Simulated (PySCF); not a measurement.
Compound: 4-methylene-2,5-cyclohexadiene-1-one, C7H6O.
Bonds: C1–C2 (double), C2–C3, C3–C4 (double), C4–C5, C5–O6 (double), C5–C7, C7–C8 (double), C2–C8. Hydrogens: H9, H10 on C1; H11 on C3; H12 on C4; H13 on C7; H14 on C8.

The same species was optimised twice, with GFN2-xTB and with PBE0-D3(BJ)/def2-SVP (PySCF), and the same property calculations (PySCF, gas phase) were run on both structures.

```csv
coordinate,GFN2-xTB,PBE0-D3(BJ)/def2-SVP,change
C2–C3 (Å),1.449,1.459,+0.010
C2–C8 (Å),1.449,1.458,+0.009
C4–C5 (Å),1.467,1.476,+0.009
C5–C7 (Å),1.468,1.476,+0.008
C3=C4 (Å),1.339,1.347,+0.008
C7=C8 (Å),1.339,1.347,+0.008
C1=C2 (Å),1.345,1.352,+0.007
C5=O6 (Å),1.221,1.219,-0.002
C4–C5–C7 (°),115.3,115.9,+0.6
C3–C2–C8 (°),116.8,117.2,+0.4
O6–C5–C7 (°),122.4,122.0,-0.4
C5–C7–C8 (°),122.1,121.8,-0.3
C3–C4–C5 (°),122.1,121.8,-0.3
C1–C2–C8 (°),121.6,121.3,-0.3
C4–C5–O6 (°),122.4,122.1,-0.3
C2–C3–C4 (°),121.9,121.7,-0.2
```

Rotational constants: A = 5382, B = 1647, C = 1261 MHz (GFN2-xTB) against A = 5282, B = 1639, C = 1251 MHz (PBE0-D3(BJ)/def2-SVP). Point groups within 0.08 Å: C2v and C2v.

On the GFN2-xTB structure: lowest singlet, TDDFT (eV) 3.29 [wB97X-D/def2-SVPD]; lowest triplet, Tamm–Dancoff (eV) 2.39 [wB97X-D/def2-SVPD]; isotropic polarisability (au) 91.8 [wB97X-D/def2-SVPD]; HOMO (eV) -9.00 [wB97X-D/def2-SVPD]; LUMO (eV) -1.12 [wB97X-D/def2-SVPD]; dipole (D) 4.95 [wB97X-D/def2-SVPD]; HOMO (eV) -7.27 [PBE0/pcSseg-1]; LUMO (eV) -2.74 [PBE0/pcSseg-1]; dipole (D) 4.67 [PBE0/pcSseg-1]; GIAO shielding of C1 (ppm) 48.6 [PBE0/pcSseg-1]; GIAO shielding of C2 (ppm) 41.3 [PBE0/pcSseg-1]; GIAO shielding of C3/C8 (mean) (ppm) 42.6 [PBE0/pcSseg-1]; GIAO shielding of C4/C7 (mean) (ppm) 49.8 [PBE0/pcSseg-1]; GIAO shielding of C5 (ppm) -2.1 [PBE0/pcSseg-1]; GIAO shielding of O6 (ppm) -346.3 [PBE0/pcSseg-1].

Question: What do these properties become on the PBE0-D3(BJ)/def2-SVP structure?

Answer: 
```tsv
property	level	on GFN2-xTB	on PBE0-D3(BJ)/def2-SVP	change
lowest singlet, TDDFT (eV)	wB97X-D/def2-SVPD	3.29	3.31	+0.02
lowest triplet, Tamm–Dancoff (eV)	wB97X-D/def2-SVPD	2.39	2.38	-0.01
isotropic polarisability (au)	wB97X-D/def2-SVPD	91.8	92.9	+1.1
HOMO (eV)	wB97X-D/def2-SVPD	-9.00	-8.98	+0.02
LUMO (eV)	wB97X-D/def2-SVPD	-1.12	-1.11	+0.01
dipole (D)	wB97X-D/def2-SVPD	4.95	4.88	-0.07
energy, GFN2-xTB geometry as zero (kcal/mol)	wB97X-D/def2-SVPD	0.0	-0.8	-0.8
HOMO (eV)	PBE0/pcSseg-1	-7.27	-7.28	-0.01
LUMO (eV)	PBE0/pcSseg-1	-2.74	-2.73	+0.01
dipole (D)	PBE0/pcSseg-1	4.67	4.61	-0.06
energy, GFN2-xTB geometry as zero (kcal/mol)	PBE0/pcSseg-1	0.0	-0.2	-0.2
GIAO shielding of C1 (ppm)	PBE0/pcSseg-1	48.6	46.3	-2.3
GIAO shielding of C2 (ppm)	PBE0/pcSseg-1	41.3	39.3	-2.0
GIAO shielding of C3/C8 (mean) (ppm)	PBE0/pcSseg-1	42.6	40.2	-2.4
GIAO shielding of C4/C7 (mean) (ppm)	PBE0/pcSseg-1	49.8	47.3	-2.5
GIAO shielding of C5 (ppm)	PBE0/pcSseg-1	-2.1	-2.1	0.0
GIAO shielding of O6 (ppm)	PBE0/pcSseg-1	-346.3	-342.5	+3.8
```

The heavy atoms differ by 0.009 Å rms after alignment. Among bonds between heavy atoms C2–C3, C2–C8 and C4–C5 change most and about equally (+0.009 to +0.010 Å). Changes are differences of the printed values. Neither structure is proved a minimum here.

wB97X-D is run here without its empirical dispersion term; that term would change no orbital, density or response property at a fixed geometry.
